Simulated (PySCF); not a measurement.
Compound: C6H6FP.
SMILES with atom numbers: `[CH3:1][c:2]1[cH:3][cH:4][cH:5][c:6]([F:7])[p:8]1` (hydrogens: H9, H10, H11 on C1; H12 on C3; H13 on C4; H14 on C5)

Cartesian coordinates in Å at the PBE0/def2-SV(P) level; atoms count from 1:
```
atom  x, y, z in Å
C1    -2.5033   -0.4752   -0.2587
C2    -0.9994   -0.3773   -0.2052
C3    -0.4109    0.8468    0.1225
C4     0.9637    1.0573    0.2043
C5     1.9044    0.0549   -0.0365
C6     1.5289   -1.2338   -0.3772
F7     2.5099   -2.1186   -0.5855
P8    -0.1046   -1.8350   -0.5634
H9    -2.9185    0.2289   -1.0025
H10   -2.9502   -0.2222    0.7199
H11   -2.8421   -1.4890   -0.5304
H12   -1.0727    1.6975    0.3295
H13    1.3265    2.0552    0.4698
H14    2.9755    0.2711    0.0408
```

Theory: PBE0/def2-SV(P) geometry optimisation, gas phase in PySCF 2.14.0.

Take the most abundant isotopes and a rigid rotor. 

(1) Give the principal moments of inertia and the rotational constants in GHz.

(2) Classify the top.

(3) Is it planar, by Δ = Ic − Ia − Ib?

(4) Where do the levels up to J = 5 lie, in MHz?

(5) Which types of transition are allowed, and where do some lines up to J = 4 fall?

(6) Estimate the classical rotational partition function at 10 K, 50 K and 500 K.

## Answers

(1) Ia = 167.24, Ib = 332.40, Ic = 496.44 u·Å²; 505379 MHz·u·Å²/I gives 3022, 1520 and 1018 MHz, that is A = 3.0219, B = 1.5204, C = 1.0180 GHz.

(2) An asymmetric top: κ = (2 × 1520 − 3022 − 1018)/(3022 − 1018) = -0.50.

(3) Not planar: Δ = Ic − Ia − Ib = -3.20 u·Å². For a rigid frame Δ = −2 Σ m c², so Σ m c² = 1.60 u·Å² lies off the ab plane, practically all of it from hydrogen. The atom farthest from that plane is 0.89 Å away.

(4) Above 0(0,0):
J = 1: 1(0,1) 2538, 1(1,1) 4040, 1(1,0) 4542
J = 2: 2(0,2) 7509, 2(1,2) 8614, 2(1,1) 10121, 2(2,1) 14626, 2(2,0) 14732
J = 3: 3(0,3) 14727, 3(1,3) 15415, 3(1,2) 18415, 3(2,2) 22241, 3(2,1) 22745, 3(3,1) 31065, 3(3,0) 31080
J = 4: 4(0,4) 24018, 4(1,4) 24388, 4(1,3) 29313, 4(2,3) 32311, 4(2,2) 33675, 4(3,2) 41395, 4(3,1) 41494, 4(4,1) 53510, 4(4,0) 53512
J = 5: 5(0,5) 35304, 5(1,5) 35482, 5(1,4) 42645, 5(2,4) 44768, 5(2,3) 47525, 5(3,3) 54327, 5(3,2) 54700, 5(4,2) 66438, 5(4,1) 66452, 5(5,1) 81995, 5(5,0) 81995
The levels of one J sum to (2J + 1)J(J + 1)(A + B + C)/3.

(5) The dipole components are |μa| = 1.75 D, |μb| = 2.04 D, |μc| = 0.00 D; the mirror of this Cs structure is the ab plane, so μc vanishes by symmetry and there are no c-type lines. Intensities carry the squares of the components, which stand as 0.74 : 1.00 (a : b). Some lines, for components of 0.1 D or more:

```csv
type,branch,"J(Ka,Kc)",MHz,lower level (cm⁻¹)
a,Q,"3(2,1) ← 3(2,2)",504,0.742
a,Q,"2(1,1) ← 2(1,2)",1507,0.287
a,R,"1(0,1) ← 0(0,0)",2538,0.000
b,Q,"2(1,1) ← 2(0,2)",2613,0.250
a,Q,"3(1,2) ← 3(1,3)",3000,0.514
b,R,"2(0,2) ← 1(1,1)",3469,0.135
b,Q,"3(1,2) ← 3(0,3)",3689,0.491
b,R,"1(1,1) ← 0(0,0)",4040,0.000
a,R,"2(1,2) ← 1(1,1)",4574,0.135
a,R,"2(0,2) ← 1(0,1)",4970,0.085
b,Q,"4(1,3) ← 4(0,4)",5295,0.801
b,R,"3(0,3) ← 2(1,2)",6112,0.287
b,R,"4(1,3) ← 3(2,2)",7072,0.742
b,Q,"4(2,3) ← 4(1,4)",7923,0.813
b,Q,"3(3,0) ← 3(2,1)",8335,0.759
a,R,"4(0,4) ← 3(0,3)",9292,0.491
b,R,"4(1,4) ← 3(0,3)",9661,0.491
a,R,"4(1,3) ← 3(1,2)",10898,0.614
a,R,"4(2,2) ← 3(2,1)",10930,0.759
b,R,"4(2,3) ← 3(1,2)",13896,0.614
b,R,"3(2,1) ← 2(1,2)",14131,0.287
b,R,"3(3,0) ← 2(2,1)",16454,0.488
b,R,"4(2,2) ← 3(1,3)",18260,0.514
b,R,"4(4,0) ← 3(3,1)",22447,1.036
```

(6) Point group Cs, symmetry number σ = 1; q = (√π/σ)·√((kT/h)³/(ABC)), k/h = 20836.6 MHz/K: 2470 at 10 K, 27600 at 50 K, 872000 at 500 K.

Not checked by PBE0/def2-SV(P) frequencies. No vibrational averaging or centrifugal distortion is included, and the geometry carries the error of its method. A rigid rotor knows nothing of internal rotation, which can split or shift real lines.
